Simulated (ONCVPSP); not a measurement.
# silver: ONCV pseudisation with PBE, scalar-relativistic reference atom.

| Item | Value |
| --- | --- |
| Element | silver (Ag) |
| Generator | ONCVPSP 4.0.1 |
| Type | optimised norm-conserving Vanderbilt (ONCV) |
| Functional | PBE |
| Relativity | scalar-relativistic |
| Frozen core | [Ar] 3d10 |
| Valence charge | 19 |
| Reference configuration | 4s2 4p6 4d9 (charge +2) |
| Partial waves | 4s: rc 1.20 bohr, ncon 4, nbas 8, qcut 8.7 1/bohr, 3 projectors, debl 2.4 Ha; 4p: rc 1.20 bohr, ncon 5, nbas 9, qcut 10.7 1/bohr, 2 projectors, debl 1.2 Ha; 4d: rc 1.30 bohr, ncon 4, nbas 9, qcut 8.4 1/bohr, 1 projector |
| Local potential | polynomial inside 0.80 bohr (lpopt 5, dvloc0 3 Ha) |
| Core correction | polynomial model core, fcfact 0.45 |

In the s channel the program set the typed energies aside and used -4.322, 0.250, 2.650 Ha. In the p channel the program set the typed energies aside and used -2.976, 0.250 Ha.

All-electron outer shells of the reference configuration (PBE, scalar-relativistic, ld1.x):

| shell | level (eV) | outermost node (bohr) | outermost maximum (bohr) |
| --- | --- | --- | --- |
| 4s | -117.60 | 0.44 | 0.82 |
| 4p | -80.98 | 0.44 | 0.87 |
| 4d | -28.89 | 0.43 | 1.03 |

Q: Does the generator finish with these settings?

A: Yes, a potential is produced and its reference levels are reproduced.

Q: Estimate the cutoffs (Ha) at which the residual kinetic energy of the hardest occupied pseudo-wave falls to 1 and 0.1 mHa per electron.

A: 47 Ha and 56 Ha.

Q: What does a ghost test show?

A: No bound ghost flagged; GHOST(+) flagged for s at 352.1 eV.

Q: Which valence shell sets the plane-wave cutoff?

A: 4p: 47 Ha for 1 mHa per electron, against 33 Ha for 4s.

Q: Tests: 4s2 4p6 4d10 5s1; 4s2 4p6 4d10; 4s2 4p6 4d8; 4s2 4p6 4d9 5s1 5p1. Which has the largest error in its energy relative to the reference configuration, and how large is it?

A: 4s2 4p6 4d10 5s1, with +4.2 meV (all-electron minus pseudo) on -29.87 eV.
